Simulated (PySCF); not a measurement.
H$_{4}$ClFGeN$_{2}$ (SMILES [NH2][Ge]([NH2])([F])[Cl]), singlet, geometry from GFN2-xTB; CASSCF(2,4)/STO-3G in PySCF.

PySCF was given this input:
```python
from pyscf import gto, scf, mcscf
import numpy

mol = gto.M(
    atom='''
N    -1.612727   -0.947604   -0.382047
Ge   -0.033708   -0.227824    0.069582
N     1.322658   -1.419832   -0.069256
F    -0.156607    0.058476    1.796076
Cl    0.270896    1.669087   -0.798514
H    -1.594720   -1.858378   -0.812496
H    -2.311836   -0.364423   -0.814460
H     1.840205   -1.551649    0.789885
H     1.979728   -1.263893   -0.820388
''',
    basis='sto-3g',
    charge=0,
    spin=0,
    verbose=4,
)

mf = scf.RHF(mol)
mf.kernel()
mc = mcscf.CASSCF(mf, 4, 2)
mc.kernel()
occ = numpy.linalg.eigvalsh(mc.fcisolver.make_rdm1(mc.ci, mc.ncas, mc.nelecas))[::-1]
ss = mc.fcisolver.spin_square(mc.ci, mc.ncas, mc.nelecas)[0]
print('natural occupations', occ.round(4), ' <S^2>', round(ss, 4))
```

### Question
Predict the main parts of the log of this PySCF run.

### Answer

```
PySCF version 2.14.0

[INPUT] verbose = 4
[INPUT] num. atoms = 9
[INPUT] num. electrons = 76
[INPUT] charge = 0
[INPUT] spin (= nelec alpha-beta = 2S) = 0
[INPUT] symmetry False subgroup None
[INPUT] Mole.unit = angstrom
[INPUT] Symbol           X                Y                Z      unit          X                Y                Z       unit  Magmom
[INPUT]  1 N     -1.612727000000  -0.947604000000  -0.382047000000 AA   -3.047612343691  -1.790712034542  -0.721964196712 Bohr   0.0
[INPUT]  2 Ge    -0.033708000000  -0.227824000000   0.069582000000 AA   -0.063698888207  -0.430524964603   0.131490923199 Bohr   0.0
[INPUT]  3 N      1.322658000000  -1.419832000000  -0.069256000000 AA    2.499461376465  -2.683093622893  -0.130874872483 Bohr   0.0
[INPUT]  4 F     -0.156607000000   0.058476000000   1.796076000000 AA   -0.295944339190   0.110503624860   3.394091738904 Bohr   0.0
[INPUT]  5 Cl     0.270896000000   1.669087000000  -0.798514000000 AA    0.511919248240   3.154117308072  -1.508972766631 Bohr   0.0
[INPUT]  6 H     -1.594720000000  -1.858378000000  -0.812496000000 AA   -3.013584045366  -3.511825455917  -1.535394917305 Bohr   0.0
[INPUT]  7 H     -2.311836000000  -0.364423000000  -0.814460000000 AA   -4.368736884910  -0.688659663492  -1.539106339413 Bohr   0.0
[INPUT]  8 H      1.840205000000  -1.551649000000   0.789885000000 AA    3.477483463055  -2.932191651455   1.492666319902 Bohr   0.0
[INPUT]  9 H      1.979728000000  -1.263893000000  -0.820388000000 AA    3.741143721133  -2.388411620755  -1.550308635880 Bohr   0.0

nuclear repulsion = 515.55188818558
number of shells = 26
number of NR pGTOs = 138
number of NR cGTOs = 46
basis = sto-3g
ecp = {}

******** <class 'pyscf.scf.hf.RHF'> ********
method = RHF
initial guess = minao
damping factor = 0
level_shift factor = 0
DIIS = <class 'pyscf.scf.diis.CDIIS'>
diis_start_cycle = 1
diis_space = 8
diis_damp = 0
SCF conv_tol = 1e-09
SCF conv_tol_grad = None
SCF max_cycles = 50
direct_scf = True
direct_scf_tol = 1e-13
Set gradient conv threshold to 3.16228e-05
Initial guess from minao.
init E= -2711.6289250651
  HOMO = -0.481807520887396  LUMO = -0.132743339221745  gap/eV = 9.49852
cycle= 1 E= -2714.18632524257  delta_E= -2.56  |g|= 0.474  |ddm|=  3.7
  HOMO = -0.260860400144906  LUMO = 0.326660835766788  gap/eV = 15.98727
cycle= 2 E= -2714.28322753505  delta_E= -0.0969  |g|= 0.0872  |ddm|= 0.852
  HOMO = -0.338131571509855  LUMO = 0.310621872573266  gap/eV = 17.65348
cycle= 3 E= -2714.28835453265  delta_E= -0.00513  |g|= 0.0279  |ddm|= 0.228
  HOMO = -0.333503128099318  LUMO = 0.304422171311646  gap/eV = 17.35883
cycle= 4 E= -2714.28893734483  delta_E= -0.000583  |g|= 0.00707  |ddm|= 0.081
  HOMO = -0.335295994939528  LUMO = 0.304718161495648  gap/eV = 17.41567
cycle= 5 E= -2714.28898535178  delta_E= -4.8e-05  |g|= 0.00173  |ddm|= 0.0273
  HOMO = -0.334666700123056  LUMO = 0.304958909249607  gap/eV = 17.40510
cycle= 6 E= -2714.28898805976  delta_E= -2.71e-06  |g|= 0.0004  |ddm|= 0.0068
  HOMO = -0.334839190476506  LUMO = 0.304918456701563  gap/eV = 17.40869
cycle= 7 E= -2714.28898819112  delta_E= -1.31e-07  |g|= 0.000112  |ddm|= 0.00137
  HOMO = -0.334822352753523  LUMO = 0.304913546686808  gap/eV = 17.40810
cycle= 8 E= -2714.28898820397  delta_E= -1.29e-08  |g|= 2.32e-05  |ddm|= 0.000476
  HOMO = -0.33482676728173  LUMO = 0.304909558410514  gap/eV = 17.40811
cycle= 9 E= -2714.28898820451  delta_E= -5.39e-10  |g|= 5.7e-06  |ddm|= 9.47e-05
  HOMO = -0.334825836898973  LUMO = 0.304909316296934  gap/eV = 17.40808
Extra cycle  E= -2714.28898820454  delta_E= -2.23e-11  |g|= 2.69e-06  |ddm|= 1.36e-05
converged SCF energy = -2714.28898820454

******** <class 'pyscf.mcscf.mc1step.CASSCF'> ********
CAS (1e+1e, 4o), ncore = 37, nvir = 5
max_cycle_macro = 50
max_cycle_micro = 4
conv_tol = 1e-07
conv_tol_grad = None
orbital rotation max_stepsize = 0.02
orbital rotation threshold for CI restart = 0.01
augmented hessian ah_max_cycle = 30
augmented hessian ah_conv_tol = 1e-12
augmented hessian ah_linear dependence = 1e-14
augmented hessian ah_level shift = 1e-08
augmented hessian ah_start_tol = 2.5
augmented hessian ah_start_cycle = 3
augmented hessian ah_grad_trust_region = 3
kf_trust_region = 3
kf_interval = 4
ci_response_space = 4
ci_grad_trust_region = 3
with_dep4 0
natorb = False
canonicalization = True
sorting_mo_energy = False
ao2mo_level = 2
internal_rotation = False
******** <class 'pyscf.fci.direct_spin1.FCISolver'> ********
max. cycles = 50
conv_tol = 1e-08
davidson only = False
linear dependence = 1e-12
level shift = 0.001
max iter space = 12
nroots = 1
pspace_size = 400
spin = None
CASCI E = -2714.29009556768  S^2 = 0.0000000
Set conv_tol_grad to 0.000316228
macro iter   1 ( 21 JK    4 micro), CASSCF E = -2714.29152856698  dE = -1.43299930e-03  S^2 = 0.0000000
               |grad[o]|=0.00416  |grad[c]|=0.0508  |ddm|=0.0198  |maxRot[o]|=0.178
macro iter   2 ( 21 JK    4 micro), CASSCF E = -2714.29512658789  dE = -3.59802091e-03  S^2 = 0.0000000
               |grad[o]|=0.00797  |grad[c]|=0.0122  |ddm|=0.00643  |maxRot[o]|=0.219
macro iter   3 ( 21 JK    4 micro), CASSCF E = -2714.29627810759  dE = -1.15151970e-03  S^2 = 0.0000000
               |grad[o]|=0.0114  |grad[c]|=0.0258  |ddm|=0.0147  |maxRot[o]|=0.103
macro iter   4 ( 21 JK    4 micro), CASSCF E = -2714.29659641961  dE = -3.18312020e-04  S^2 = 0.0000000
               |grad[o]|=0.0083  |grad[c]|=0.0174  |ddm|=0.011  |maxRot[o]|=0.0782
macro iter   5 ( 21 JK    4 micro), CASSCF E = -2714.29689600513  dE = -2.99585517e-04  S^2 = 0.0000000
               |grad[o]|=0.00644  |grad[c]|=0.0184  |ddm|=0.0127  |maxRot[o]|=0.0939
macro iter   6 ( 21 JK    4 micro), CASSCF E = -2714.29733519449  dE = -4.39189360e-04  S^2 = 0.0000000
               |grad[o]|=0.00567  |grad[c]|=0.0235  |ddm|=0.0176  |maxRot[o]|=0.0805
macro iter   7 ( 21 JK    4 micro), CASSCF E = -2714.29774490175  dE = -4.09707266e-04  S^2 = 0.0000000
               |grad[o]|=0.00542  |grad[c]|=0.0237  |ddm|=0.0174  |maxRot[o]|=0.0823
macro iter   8 ( 21 JK    4 micro), CASSCF E = -2714.29799344373  dE = -2.48541983e-04  S^2 = 0.0000000
               |grad[o]|=0.00519  |grad[c]|=0.0204  |ddm|=0.0142  |maxRot[o]|=0.0874
macro iter   9 ( 21 JK    4 micro), CASSCF E = -2714.29809254380  dE = -9.91000679e-05  S^2 = 0.0000000
               |grad[o]|=0.00494  |grad[c]|=0.0174  |ddm|=0.0111  |maxRot[o]|=0.104
macro iter  10 ( 21 JK    4 micro), CASSCF E = -2714.29826451358  dE = -1.71969775e-04  S^2 = 0.0000000
               |grad[o]|=0.00481  |grad[c]|=0.0175  |ddm|=0.0103  |maxRot[o]|=0.123
macro iter  11 ( 21 JK    4 micro), CASSCF E = -2714.29841582012  dE = -1.51306547e-04  S^2 = 0.0000000
               |grad[o]|=0.00477  |grad[c]|=0.0189  |ddm|=0.0109  |maxRot[o]|=0.118
macro iter  12 ( 21 JK    4 micro), CASSCF E = -2714.29852966605  dE = -1.13845926e-04  S^2 = 0.0000000
               |grad[o]|=0.00474  |grad[c]|=0.0184  |ddm|=0.0107  |maxRot[o]|=0.101
macro iter  13 ( 21 JK    4 micro), CASSCF E = -2714.29854550146  dE = -1.58354069e-05  S^2 = 0.0000000
               |grad[o]|=0.0047  |grad[c]|=0.0167  |ddm|=0.00878  |maxRot[o]|=0.0903
macro iter  14 ( 21 JK    4 micro), CASSCF E = -2714.29855501814  dE = -9.51668108e-06  S^2 = 0.0000000
               |grad[o]|=0.00468  |grad[c]|=0.0167  |ddm|=0.00859  |maxRot[o]|=0.0404
macro iter  15 ( 21 JK    4 micro), CASSCF E = -2714.29855644181  dE = -1.42366889e-06  S^2 = 0.0000000
               |grad[o]|=0.00466  |grad[c]|=0.0166  |ddm|=0.00854  |maxRot[o]|= 0.02
macro iter  16 ( 21 JK    4 micro), CASSCF E = -2714.29855692073  dE = -4.78924903e-07  S^2 = 0.0000000
               |grad[o]|=0.00466  |grad[c]|=0.0166  |ddm|=0.00851  |maxRot[o]|=0.00982
macro iter  17 ( 21 JK    4 micro), CASSCF E = -2714.29855579984  dE =  1.12089538e-06  S^2 = 0.0000000
               |grad[o]|=0.00465  |grad[c]|=0.0167  |ddm|=0.00848  |maxRot[o]|=0.00494
macro iter  18 ( 21 JK    4 micro), CASSCF E = -2714.29912974958  dE = -5.73949743e-04  S^2 = 0.0000000
               |grad[o]|=0.00464  |grad[c]|=0.0112  |ddm|=0.00683  |maxRot[o]|=0.048
macro iter  19 ( 21 JK    4 micro), CASSCF E = -2714.30003706591  dE = -9.07316329e-04  S^2 = 0.0000000
               |grad[o]|=0.00438  |grad[c]|=0.00677  |ddm|=0.0029  |maxRot[o]|=0.0874
macro iter  20 ( 20 JK    4 micro), CASSCF E = -2714.30016710038  dE = -1.30034470e-04  S^2 = 0.0000000
               |grad[o]|=0.00347  |grad[c]|=0.013  |ddm|=0.00824  |maxRot[o]|=0.0183
macro iter  21 ( 21 JK    4 micro), CASSCF E = -2714.30018000836  dE = -1.29079826e-05  S^2 = 0.0000000
               |grad[o]|=0.00329  |grad[c]|=0.0118  |ddm|=0.00687  |maxRot[o]|=0.0063
macro iter  22 ( 21 JK    4 micro), CASSCF E = -2714.30018044703  dE = -4.38672032e-07  S^2 = 0.0000000
               |grad[o]|=0.00325  |grad[c]|=0.0132  |ddm|=0.00775  |maxRot[o]|=0.00685
macro iter  23 ( 21 JK    4 micro), CASSCF E = -2714.30018110676  dE = -6.59726993e-07  S^2 = 0.0000000
               |grad[o]|=0.00325  |grad[c]|=0.014  |ddm|=0.00838  |maxRot[o]|=0.0063
macro iter  24 ( 21 JK    4 micro), CASSCF E = -2714.30018084052  dE =  2.66238203e-07  S^2 = 0.0000000
               |grad[o]|=0.00325  |grad[c]|=0.0145  |ddm|=0.00875  |maxRot[o]|=0.00529
macro iter  25 ( 16 JK    4 micro), CASSCF E = -2714.30062540671  dE = -4.44566189e-04  S^2 = 0.0000000
               |grad[o]|=0.00326  |grad[c]|=0.00879  |ddm|=0.00635  |maxRot[o]|=0.0617
macro iter  26 ( 15 JK    4 micro), CASSCF E = -2714.30089128089  dE = -2.65874175e-04  S^2 = 0.0000000
               |grad[o]|=0.00222  |grad[c]|=0.00876  |ddm|=0.00649  |maxRot[o]|=0.0575
macro iter  27 ( 16 JK    4 micro), CASSCF E = -2714.30095865935  dE = -6.73784675e-05  S^2 = 0.0000000
               |grad[o]|=0.00122  |grad[c]|=0.00373  |ddm|=0.00206  |maxRot[o]|=0.0238
macro iter  28 ( 13 JK    4 micro), CASSCF E = -2714.30095920144  dE = -5.42087491e-07  S^2 = 0.0000000
               |grad[o]|=0.000798  |grad[c]|=0.00357  |ddm|=0.00236  |maxRot[o]|=0.0027
macro iter  29 ( 10 JK    3 micro), CASSCF E = -2714.30099878314  dE = -3.95816965e-05  S^2 = 0.0000000
               |grad[o]|=0.000884  |grad[c]|=0.00367  |ddm|=0.00225  |maxRot[o]|=0.0343
macro iter  30 (  9 JK    2 micro), CASSCF E = -2714.30099982522  dE = -1.04208584e-06  S^2 = 0.0000000
               |grad[o]|=0.000297  |grad[c]|=0.000141  |ddm|=0.000293  |maxRot[o]|=0.00451
macro iter  31 (  1 JK    1 micro), CASSCF E = -2714.30099982528  dE = -5.82076609e-11  S^2 = 0.0000000
               |grad[o]|=2.53e-05  |grad[c]|=9.39e-06  |ddm|=4.28e-06  |maxRot[o]|=    0
1-step CASSCF converged in  31 macro (583 JK 118 micro) steps
CASSCF canonicalization
Density matrix diagonal elements [1.98216706e+00 1.20023711e-02 4.34029781e-03 1.49027086e-03]
CASSCF energy = -2714.30099982528
CASCI E = -2714.30099982528  E(CI) = -1.71991123532143  S^2 = 0.0000000
natural occupations [1.9826e+00 1.6400e-02 7.0000e-04 2.0000e-04]  <S^2> 0.0
```
